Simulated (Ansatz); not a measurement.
Two structures of CH8GeO, closed shell, reached by relaxing down either side of one saddle point (PBE0-D4/def2-TZVP). Energies are electronic, without zero-point energy. Program: Ansatz 0.2.0. Basis: def2-TZVPP and def2-QZVPP. Cores are frozen in the correlated methods. Filled d shells of the heavier atoms are correlated. The def2 sets are not built for correlating such inner shells, so the correlated values are less sure here. Extrapolation: Hartree–Fock as exp(−7.88 √X), correlation as X^−2.97. First:

Ge1  (-0.772, 1.514, 0.648)
O2  (0.541, 0.767, 1.599)
H3  (-0.269, 1.849, -0.769)
H4  (-1.871, 0.450, 0.617)
H5  (-1.250, 2.801, 1.348)
H6  (0.782, -1.298, -0.088)
C7  (0.466, -1.746, -1.030)
H8  (1.293, 1.352, 1.713)
H9  (-0.579, -2.047, -0.957)
H10  (0.579, -1.020, -1.836)
H11  (1.079, -2.621, -1.245)
(Å)

Second:

```
11
angstrom
Ge -1.0454 0.7223 -0.4169
O 1.4133 -0.2836 2.0689
H -1.7225 1.5073 -1.5552
H -2.1116 0.3380 0.6226
H -0.0432 1.6814 0.2676
H 2.3601 -0.2380 1.9179
C -0.1164 -0.8528 -1.0886
H 1.0800 0.5841 1.8240
H -0.8260 -1.5455 -1.5423
H 0.6217 -0.5670 -1.8391
H 0.3900 -1.3463 -0.2587
```

Question: Which bonds change from the first to the second?

Answer: GeH₄O ([OH][GeH3]) + CH₄ → CH₆Ge ([CH3][GeH3]) + H₂O; bonds formed: Ge1–C7, O2–H6; bonds broken: Ge1–O2, H6–C7.

Question: Give the saddle point's structure and its height above each. (An estimate is asked for; the value comes from the calculation.)

Answer: The calculation gives: 269.3 kJ/mol above the first and 238.5 kJ/mol above the second (CCSD(T) at an estimated basis limit (MP2 extrapolated from triple and quadruple zeta, plus CCSD(T) − MP2 in triple zeta)).
```json
{"atom": "Ge1", "x (Å)": "-0.7340", "y (Å)": "0.8632", "z (Å)": "0.1950"}
{"atom": "O2", "x (Å)": "0.7232", "y (Å)": "0.1730", "z (Å)": "1.4399"}
{"atom": "H3", "x (Å)": "-0.8754", "y (Å)": "1.2413", "z (Å)": "-1.3000"}
{"atom": "H4", "x (Å)": "-1.9690", "y (Å)": "0.1514", "z (Å)": "0.7488"}
{"atom": "H5", "x (Å)": "-0.5652", "y (Å)": "2.2485", "z (Å)": "0.8849"}
{"atom": "H6", "x (Å)": "0.7352", "y (Å)": "-0.4731", "z (Å)": "0.4789"}
{"atom": "C7", "x (Å)": "0.2865", "y (Å)": "-1.0335", "z (Å)": "-0.7887"}
{"atom": "H8", "x (Å)": "1.4749", "y (Å)": "0.7672", "z (Å)": "1.5487"}
{"atom": "H9", "x (Å)": "-0.7038", "y (Å)": "-1.3692", "z (Å)": "-1.1015"}
{"atom": "H10", "x (Å)": "0.8132", "y (Å)": "-0.6324", "z (Å)": "-1.6552"}
{"atom": "H11", "x (Å)": "0.8143", "y (Å)": "-1.9365", "z (Å)": "-0.4506"}
```

No T1 diagnostic of these runs exceeds 0.013.

Labels in which every atom is bracketed show which atoms are joined, not bond orders.

For scale, one of the runs: CCSD(T)/def2-TZVPP, 222 basis functions, launched by `ansatz run in.yaml --threads 4 --pin off --events-out ev --progress --plain --max-ram 9574MiB`. The run took 70 s on 4 CPU threads of an Arm Neoverse V2 (shared host), with 3.6 GiB of host memory at its peak.
